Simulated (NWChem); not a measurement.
System: C₂H₆NO cation; SMILES CC([NH3+])=O

NWChem input:

```
start job
memory heap 200 mb stack 900 mb global 1100 mb
charge 1
geometry units angstroms noautosym nocenter noautoz
  C     -0.670577    -1.297606     0.036869
  C      0.231531    -0.126196     0.010795
  N     -0.552408     1.256227    -0.046605
  O      1.398366    -0.022338     0.024724
  H     -1.334237    -1.260771     0.916183
  H     -1.303341    -1.323688    -0.865356
  H     -0.057129    -2.206247     0.079328
  H      0.146788     2.012631    -0.065014
  H     -1.143034     1.336035    -0.886554
  H     -1.161169     1.393650     0.772707
end
basis spherical
  * library def2-svp
end
dft
  xc hfexch
  iterations 150
end
property
  efieldgrad
end
task dft property
```

Geometry: optimised at PBE0/def2-SVP.

Vzz is the largest principal value of the second derivative of the potential at the nucleus (NWChem prints the opposite sign); η is the asymmetry. Non-relativistic.

Atoms are numbered as in the input.

Q: Predict the main results of this run. (Hartree-Fock/def2-SVP.) Quantities: Vzz N3 (a.u.); η N3; Vzz O4 (a.u.); η O4.

A: 
```
Item            Value
-------------  ------
Vzz N3 (a.u.)  -0.115
η N3             0.70
Vzz O4 (a.u.)  -1.912
η O4             0.66
```
